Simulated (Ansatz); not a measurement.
System: sum formula H9Si4O (charge -1, singlet). It need not be the lowest isomer of its formula. Whether it binds its extra electron was not tested at this geometry. 
Coordinates optimised at B3LYP-D3(BJ)/def2-TZVP (Ansatz, an electronic-structure program):
SMILES: [SiH3][Si]([SiH3])([O-])[SiH3]
```xyz
14

O     -0.4275    -0.3831    -2.0979
Si    -0.1204    -0.1079    -0.5910
Si    -1.5467    -1.1576     1.0059
Si     2.0300    -0.7622     0.2049
Si    -0.2107     2.1641     0.1271
H     -1.1986    -0.8532     2.4300
H     -1.5417    -2.6506     0.9164
H     -2.9838    -0.7673     0.8663
H      2.2599    -0.4709     1.6556
H      2.2986    -2.2261     0.0564
H      3.1584    -0.0883    -0.5091
H     -1.5494     2.7993    -0.0771
H      0.7525     3.0537    -0.5926
H      0.0932     2.3587     1.5803
```
Charge -1, spin multiplicity 1.

Basis-set convergence of Hartree-Fock and CCSD correlation energies (hartree) with Ansatz. Correlated levels leave the core frozen unless marked. Spin-orbit coupling is left out. No relativistic terms.

```
basis            functions        E(HF)  E(corr, CCSD)
---------------  ---------  -----------  -------------
aug-cc-pV(D+d)Z        232  -1235.90617       -0.73580
aug-cc-pV(T+d)Z        473          ___            ___
```

Task: Fill in the missing entries.

Result: 
- aug-cc-pV(T+d)Z, E(HF): -1235.97327
- aug-cc-pV(T+d)Z, E(corr, CCSD): -0.85798
